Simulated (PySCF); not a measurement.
Computed shifts of a molecule C₄H₅Br, PySCF with PBE/pcSseg-1, GIAO, gas phase, atoms alike by connectivity averaged where their shifts nearly agree, in ppm (number of nuclei): ¹³C: 219.2 (1), 115.3 (1), 86.5 (1), 30.7 (1). ¹H: 5.55 (2), 2.45 (3). References: ¹³C against TMS (σ = 182.0 ppm); ¹H against TMS (σ = 31.49 ppm), references at their B3LYP-D3(BJ)/def2-TZVP geometries, non-relativistic (without spin–orbit terms, shifts of atoms bonded to Cl or Br come out too high). Geometry: B3LYP-D3(BJ)/def2-SVP. Other conformers were not sampled.

### Question
Identify the compound among the candidates.
A. C#CCCBr
B. CC=C=CBr
C. C=C=C(C)Br
D. C=CC(=C)Br

### Answer
C, C=C=C(C)Br
